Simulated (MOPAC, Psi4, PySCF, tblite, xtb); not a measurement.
Dimer C2H4 ··· Li+ (SMILES C=C and [Li+]) (charge +1) at R = 2.30 Å between the centres of mass, closest contact 2.39 Å (lowest of the rigid-body minima from ten starts at GFN2-xTB). Geometry in Å and degrees:

```
C
C 1 1.3246
H 1 1.0833 2 121.73
H 2 1.0833 1 121.73 3 0.00
H 2 1.0833 4 116.54 1 -180.00
H 1 1.0833 3 116.54 2 -180.00
Li 1 2.3910 3 98.37 6 103.78
```

Computed with: GFN2-xTB (tblite); SAPT0/jun-cc-pVDZ, all electrons correlated (Psi4); revPBE/def2-TZVP, counterpoise-corrected (Psi4); revPBE-D3(BJ)/def2-TZVP, counterpoise-corrected (Psi4); PBE/def2-TZVP, counterpoise-corrected (Psi4); PBE-D3(BJ)/def2-TZVP, counterpoise-corrected (Psi4); wB97X-D/def2-TZVP, counterpoise-corrected (Psi4); HF/aug-cc-pVTZ, counterpoise-corrected (Psi4); MP2/aug-cc-pVTZ = DF-MP2/aug-cc-pVTZ, all electrons correlated, counterpoise-corrected run with Psi4 1.11; SCS-MP2/aug-cc-pVTZ = Psi4 with DF-SCS-MP2/aug-cc-pVTZ, all electrons correlated, counterpoise-corrected; PM3, restricted, heats of formation (MOPAC); PM7, restricted, heats of formation (MOPAC); GFN1-xTB (xtb); RKS-B3LYP/6-31G* = restricted B3LYP/6-31G*, spherical d, no counterpoise correction (PySCF); RKS-LDA (SVWN5)/6-31G* = restricted LDA (SVWN5)/6-31G*, spherical d, no counterpoise correction (PySCF); RKS-B3LYP/LANL2DZ = restricted B3LYP/LANL2DZ, no counterpoise correction (PySCF); RHF/6-31G* = restricted Hartree-Fock/6-31G*, spherical d, no counterpoise correction in PySCF.

Task: What interaction energy does each level give?

Result: 
```json
[
 {"method": "GFN1-xTB", "E_int / kcal/mol": "-26.07"},
 {"method": "RKS-LDA (SVWN5)/6-31G*", "E_int / kcal/mol": "-25.76"},
 {"method": "RKS-B3LYP/6-31G*", "E_int / kcal/mol": "-24.25"},
 {"method": "GFN2-xTB", "E_int / kcal/mol": "-23.77"},
 {"method": "RHF/6-31G*", "E_int / kcal/mol": "-22.59"},
 {"method": "revPBE-D3(BJ)/def2-TZVP", "E_int / kcal/mol": "-22.08"},
 {"method": "PBE-D3(BJ)/def2-TZVP", "E_int / kcal/mol": "-21.92"},
 {"method": "HF/aug-cc-pVTZ", "E_int / kcal/mol": "-21.43"},
 {"method": "PBE/def2-TZVP", "E_int / kcal/mol": "-21.23"},
 {"method": "wB97X-D/def2-TZVP", "E_int / kcal/mol": "-20.74"},
 {"method": "revPBE/def2-TZVP", "E_int / kcal/mol": "-20.44"},
 {"method": "MP2/aug-cc-pVTZ", "E_int / kcal/mol": "-20.31"},
 {"method": "RKS-B3LYP/LANL2DZ", "E_int / kcal/mol": "-20.23"},
 {"method": "SCS-MP2/aug-cc-pVTZ", "E_int / kcal/mol": "-20.17"},
 {"method": "SAPT0/jun-cc-pVDZ", "E_int / kcal/mol": "-19.89"},
 {"method": "PM3", "E_int / kcal/mol": "-16.47"},
 {"method": "PM7", "E_int / kcal/mol": "-9.00"}
]
```
